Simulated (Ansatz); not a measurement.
CH5F2NSi2, SMILES F[SiH2]/C=N/[SiH2]F.

Geometry optimised at TPSSh-D3(BJ)/def2-SVP. The structure was generated by enumeration; whether it is a known compound was not checked. The values are those of a single conformer.

Two levels are set side by side: PBE/def2-SVPD (Ansatz, a program for electronic structure) and ωB97X-V/def2-SVPD (Ansatz). Energy differences of separate SCF runs at the same geometry; the states with an electron removed or added have multiplicity 2 and 2. Differences are taken from unrounded values.

| quantity | ωB97X-V |
|---|---|
| vertical ionisation energy (eV) | 9.63 |
| vertical singlet–triplet gap (eV) | 2.98 |

Question: What does PBE give, and how far is it from ωB97X-V? (Estimate from the structure and the level; the computed values follow.)

Answer: 
| quantity | PBE | PBE minus ωB97X-V |
|---|---|---|
| vertical ionisation energy (eV) | 9.27 | -0.35 |
| vertical singlet–triplet gap (eV) | 2.79 | -0.19 |
